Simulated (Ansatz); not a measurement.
`[CH3][Al]([F])[F]` + CH₃NH₂ → `C[NH][Al]([CH3])[F]` + H–F  (ligand exchange at the Al–F bond)

Calculated with Ansatz (gas phase, PBE0-D4/def2-TZVP geometries, no zero-point term in ΔE). CCSD(T)/CBS adds triple-zeta CCSD(T) − MP2 to the extrapolated MP2 energy (def2 sets, frozen cores). This one scheme is used for every species. One conformer a species, not always the lowest.

```json
{"species": "`[CH3][Al]([F])[F]`", "CCSD(T)/CBS(def2) energy (Eh)": "-481.63134"}
{"species": "CH₃NH₂", "CCSD(T)/CBS(def2) energy (Eh)": "-95.75281"}
{"species": "`C[NH][Al]([CH3])[F]`", "CCSD(T)/CBS(def2) energy (Eh)": "-476.95256"}
{"species": "H–F", "CCSD(T)/CBS(def2) energy (Eh)": "-100.39570"}
```

(1) Work out ΔE.

Largest T1 diagnostic among the species: 0.012.

## Answers

(1) ΔE = (-476.95256) + (-100.39570) − (-481.63134) − (-95.75281) = 0.03589 Eh = +94.2 kJ/mol.

At CCSD(T), def2-SVP lies +4.0 kJ/mol from the extrapolated value and def2-TZVPP −0.5 kJ/mol. The D4 term adds −7.8 kJ/mol with B3LYP and −4.5 kJ/mol with PBE0; it sums over pairs of atoms, weighted by their polarisabilities, and B3LYP, whose exchange is more repulsive, gets the larger term. Leaving LDA and LC-ωPBE aside and taking each functional with its dispersion term where it has one, the values, not all of them listed here, spread over 12.0 kJ/mol, from revPBE-D4 to B97M-V. LDA lies −10.2 kJ/mol from PBE without D4.

B3LYP here is the variant with VWN-RPA as its local correlation; programs differ in this.
